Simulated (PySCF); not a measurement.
## Potential energy of PdI along the bond

Set-up: basis Pd def2-TZVPP with ECP28, I def2-TZVPP with ECP28; scalar-relativistic core potentials; PySCF 2.14. Energies in eV from Pd (4d10) + I in their ground configurations at the same level. State: ²Σ⁺ (doublet), unpaired electrons σ ↑.

| R (Å) | HSE06 |
| --- | --- |
| 2.179 | -1.440 |
| 2.281 | -2.000 |
| 2.382 | -2.296 |
| 2.458 | -2.396 |
| 2.534 | -2.422 |
| 2.610 | -2.394 |
| 2.711 | -2.297 |
| 2.838 | -2.116 |
| 2.990 | -1.853 |
| 3.193 | -1.485 |

Task: Put a parabola through the three lowest points of the HSE06 curve and estimate Re, k and ωe (reduced mass 57.73 u; 1 eV/Å² = 0.16022 mdyn/Å; ωe = 1302.8·√(k/μ) cm⁻¹).

Result: Through R = 2.458, 2.534, 2.61 Å the second-order coefficient is 4.67 eV/Å², so Re ≈ 2.533 Å, k ≈ 1.50 mdyn/Å and ωe ≈ 210 cm⁻¹. A polynomial fit of higher order to the unrounded HSE06 energies gives Re = 2.529 Å, k = 1.53 mdyn/Å, ωe = 212 cm⁻¹; anharmonicity and rounding make the difference.

The higher-order fit for each curve: HSE06: Re = 2.529 Å, ωe = 212 cm⁻¹, De = 2.42 eV.

The metal atom is held in its measured ground configuration; semilocal functionals can put another filling of s and d lower by some tenths of an eV, and De to that atom would be smaller. These are scalar-relativistic numbers at best; spin–orbit coupling would shift them, the dissociation energy most. The state is the lowest single determinant that the PBE0 search found; with open d or f shells the true ground state can be another one.
